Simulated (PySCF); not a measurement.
## Nonlinear optical response: `F/C=C/C=C/C=C/Cl`, C$_{6}$H$_{6}$ClF

Molfile (atoms numbered from 1):
```
C6H6ClF
     RDKit          3D

 14 13  0  0  0  0  0  0  0  0999 V2000
   -3.7174    0.0533    0.4415 F   0  0  0  0  0  0  0  0  0  0  0  0
   -2.5222    0.6135    0.3231 C   0  0  0  0  0  0  0  0  0  0  0  0
   -1.4144   -0.1106    0.1202 C   0  0  0  0  0  0  0  0  0  0  0  0
   -0.1058    0.4801   -0.0140 C   0  0  0  0  0  0  0  0  0  0  0  0
    1.0299   -0.2267   -0.2137 C   0  0  0  0  0  0  0  0  0  0  0  0
    2.3361    0.3709   -0.3461 C   0  0  0  0  0  0  0  0  0  0  0  0
    3.4548   -0.3465   -0.5401 C   0  0  0  0  0  0  0  0  0  0  0  0
    5.0161    0.3554   -0.6981 Cl  0  0  0  0  0  0  0  0  0  0  0  0
   -2.5499    1.7050    0.4054 H   0  0  0  0  0  0  0  0  0  0  0  0
   -1.5152   -1.1987    0.0558 H   0  0  0  0  0  0  0  0  0  0  0  0
   -0.0391    1.5730    0.0529 H   0  0  0  0  0  0  0  0  0  0  0  0
    0.9685   -1.3193   -0.2801 H   0  0  0  0  0  0  0  0  0  0  0  0
    2.4119    1.4617   -0.2835 H   0  0  0  0  0  0  0  0  0  0  0  0
    3.4549   -1.4372   -0.6120 H   0  0  0  0  0  0  0  0  0  0  0  0
  1  2  1  0
  2  3  2  0
  3  4  1  0
  4  5  2  0
  5  6  1  0
  6  7  2  0
  7  8  1  0
  2  9  1  0
  3 10  1  0
  4 11  1  0
  5 12  1  0
  6 13  1  0
  7 14  1  0
M  END
```

Computed, not measured: quadratic response CAM-B3LYP/aug-cc-pVDZ first hyperpolarisability, Taylor convention, gas phase (PySCF). Geometry: PBE0-D3(BJ)/def2-SVP.

(1) Give β for the processes computed.

(2) Which lowest excitations, dipole and polarisabilities go with it?

## Answers

(1) In au, Taylor convention; the vector part is βᵢ = ⅓ Σⱼ (βᵢⱼⱼ + βⱼᵢⱼ + βⱼⱼᵢ); β∥ is 3/5 of the vector part along the dipole, the dipole points from − to +:
```tsv
process	λ (nm)	β vector norm	β∥	β HRS	depolarisation ratio
static β(0;0,0)	∞	86.3	29.7	39.5	3.77
second harmonic β(−2ω;ω,ω)	1907	85.8	26.4	40.0	3.68
Pockels β(−ω;ω,0)	1907	86.1	28.7	–	–
second harmonic β(−2ω;ω,ω)	1064	85.7	15.5	41.8	3.49
Pockels β(−ω;ω,0)	1064	85.8	26.1	–	–
```

(2) S1 4.69 eV (f = 1.250); S2 5.46 eV (f = 0.000); S3 5.49 eV (f = 0.000); dipole 0.55 D; isotropic α 113.4 au static, 114.3 au at 1907 nm, 116.6 au at 1064 nm, 117.5 au at 953.5 nm, 129.1 au at 532 nm.
